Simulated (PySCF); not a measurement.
**C₆ coefficients of unlike pairs at UHF**

Calculated with PySCF 2.14 from the dipole response of each species, C₆(A,B) = (3/π) ∫ α_A(iu) α_B(iu) du, in atomic units, from isotropic polarisabilities. For ions this is the dispersion term alone; charge-induced terms of lower order in 1/R come first.

| species | configuration | basis | relativity | α (bohr³) | C₆ (like pair) |
| --- | --- | --- | --- | --- | --- |
| Cl⁺ | [Ne] 3s2 3p4 (3P) | dyall-acv3z (19s12p6d4f) | none | 8.560 | 40.38 |
| I³⁺ | [Kr] 4d10 5s2 5p2 (3P) | aug-cc-pwCVTZ-DK3 with one added diffuse shell each of s, p, d, f type (11s10p8d5f1g) | spin-free X2C | 10.57 | 60.69 |
| C⁺ | [He] 2s2 2p1 (2P) | aug-cc-pVTZ (5s4p3d2f) | none | 6.305 | 15.00 |
| Li⁺ | 1s2 (1S) | aug-cc-pVQZ (6s5p4d3f2g) | none | 0.1791 | 0.06333 |

(1) Estimate C₆ for Li⁺ with Cl⁺.

No spin-orbit coupling is included.

The other pairs:

| pair | C₆ |
| --- | --- |
| I³⁺, Cl⁺ | 49.33 |
| Li⁺, C⁺ | 0.7601 |
| C⁺, Cl⁺ | 24.35 |
| C⁺, I³⁺ | 29.69 |
| Li⁺, I³⁺ | 1.714 |

Results:

(1) The integral gives 1.346. The combination rule 2 C_A C_B / (C_A α_B/α_A + C_B α_A/α_B) gives 1.321 and the geometric mean 1.599.
